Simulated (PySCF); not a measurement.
An excited-state job on `[SiH2]1[SiH2][SiH2][SiH2][SiH2][SiH2]1`.

Method: TDDFT wB97X-D/def2-SVPD, vertical, gas phase, core orbitals frozen in the response (PySCF 2.14.0, density-fitted response routines). Geometry: GFN2-xTB. The input is one job of a driver script: a line of settings, then coordinates in Å.

Input:
```
{"job": {"kind": "uv", "xc": "wB97X-D", "basis": "def2-SVPD", "nstates": 8, "ntriplets": 3}, "charge": 0, "multiplicity": 1}
Si    -1.328661     1.370423    -1.206857
Si     0.771020     2.068432    -0.488740
Si     2.234218     0.293098    -0.143387
Si     1.328192    -1.369585     1.208116
Si    -0.771457    -2.066279     0.488178
Si    -2.236618    -0.292848     0.142637
H     -1.190768     0.832189    -2.570959
H     -2.252172     2.498744    -1.388823
H      1.343419     3.091746    -1.374316
H      0.607161     2.787520     0.786135
H      2.553059    -0.302513    -1.452364
H      3.544290     0.747177     0.342971
H      2.252700    -2.497747     1.385229
H      1.193920    -0.833355     2.573246
H     -1.345598    -3.090068     1.372070
H     -0.606650    -2.783026    -0.788048
H     -2.560003     0.299412     1.451800
H     -3.544811    -0.747003    -0.348546
```

Output:
```
coarse grid: 17184 points
cycle   1  E = -1743.3629787212  dE = -7.923e-02  |g| = 2.244e-01  |ddm| = 4.911e+00
cycle   2  E = -1743.3824908743  dE = -1.951e-02  |g| = 1.063e-01  |ddm| = 6.505e-01
cycle   3  E = -1743.3870269099  dE = -4.536e-03  |g| = 3.421e-02  |ddm| = 2.973e-01
cycle   4  E = -1743.3875973195  dE = -5.704e-04  |g| = 5.078e-03  |ddm| = 1.125e-01
cycle   5  E = -1743.3876117748  dE = -1.446e-05  |g| = 8.021e-04  |ddm| = 2.483e-02
cycle   6  E = -1743.3876125091  dE = -7.343e-07  |g| = 1.279e-04  |ddm| = 4.175e-03
final grid: 136024 points
cycle   7  E = -1743.6191369004  dE = -5.848e-05  |g| = 2.080e-03  |ddm| = 1.052e-01
cycle   8  E = -1743.6191385795  dE = -1.679e-06  |g| = 5.475e-04  |ddm| = 1.378e-02
cycle   9  E = -1743.6191387339  dE = -1.544e-07  |g| = 2.362e-04  |ddm| = 2.333e-03
cycle  10  E = -1743.6191387649  dE = -3.099e-08  |g| = 7.148e-05  |ddm| = 9.136e-04
cycle  11  E = -1743.6191387684  dE = -3.507e-09  |g| = 1.644e-05  |ddm| = 3.076e-04
cycle  12  E = -1743.6191387686  dE = -2.606e-10  |g| = 6.642e-06  |ddm| = 7.650e-05
converged SCF energy = -1743.6191387686

Static polarisability (au): isotropic 174.182, principal 136.207 193.087 193.252

Singlet excitations
state   eV       nm        f      main configurations
  1   6.2157    199.5   0.00000   H-2->L 0.77
  2   6.5289    189.9   0.05830   H-1->L 0.62, H->L 0.23
  3   6.5426    189.5   0.06011   H->L 0.63, H-1->L 0.23
  4   6.6150    187.4   0.00148   H-2->L+1 0.75
  5   6.7095    184.8   0.00000   H->L+1 0.53, H-1->L+1 0.32
  6   6.7209    184.5   0.00000   H-1->L+1 0.53, H->L+1 0.32
  7   6.9706    177.9   0.00000   H-1->L+2 0.30, H->L+3 0.30, H-2->L 0.12
  8   7.0943    174.8   0.00001   H->L+2 0.46, H-1->L+3 0.30

Triplet excitations (Tamm-Dancoff, eV): 5.8784 5.9076 5.9291
```

The SCF starts on a coarse grid where the log names one; the energy can jump when the final grid takes over, and dE then counts from the start density on the new grid. H and L stand for HOMO and LUMO; the number after each pair is its weight.

Problem. Give the mean polarisability as a volume in Å³, and the ratio of the largest to the smallest principal value.

Solution. 174.182 au × 0.148185 = 25.81 Å³; 193.252/136.207 = 1.42.

In short: HOMO -9.81 eV, LUMO 0.87 eV; lowest singlet 6.22 eV; lowest triplet 5.88 eV (Tamm–Dancoff); mean polarisability 174.2 au.

Problem. How long does this job take on one thread of an Arm Neoverse V1, no GPU, shared host?

Solution. About 99 s.

One conformer stands for the species.
Labels such as C1 count atoms from 1, the log's own numbers from 0.

The pairwise dispersion term of wB97X-D wasn't added to the energies; at a given geometry it leaves orbitals and properties as they are.
